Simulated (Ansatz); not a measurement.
Reactions of `C[Si](C)(O)O`.

Computed with Ansatz on PBE0-D4/def2-TZVP structures; ΔE is electronic, products minus reactants. CBS: MP2 limit from def2 TZ/QZ plus the TZ coupled-cluster correction, frozen cores. def2 core potentials past Kr. For Mo, Sn outer-core shells are correlated without core-valence functions, which leaves a few kJ/mol of doubt a bond. One conformer a species, not always the lowest.

Question: Order these by ΔE at CCSD(T)/CBS, lowest first. (Estimate.)
A. `C[Si](C)(O)O` + `C[NH][AlH][F]` → `C[N](C)[AlH][F]` + `C[SiH](O)O`
B. `C[Si](C)(O)O` + `[CH3][SnH]([NH2])[OH]` → `C[O][SnH]([CH3])[NH2]` + `C[SiH](O)O`
C. `C[Si](C)(O)O` + `[NH]=[Mo](=[NH])([NH2])[OH]` → `C[O][Mo](=[NH])(=[NH])[NH2]` + `C[SiH](O)O`

Answer: A (+17.6 kcal/mol), C (+22.8 kcal/mol), B (+25.1 kcal/mol).

Largest T1 diagnostic: 0.022, for `[NH]=[Mo](=[NH])([NH2])[OH]`.
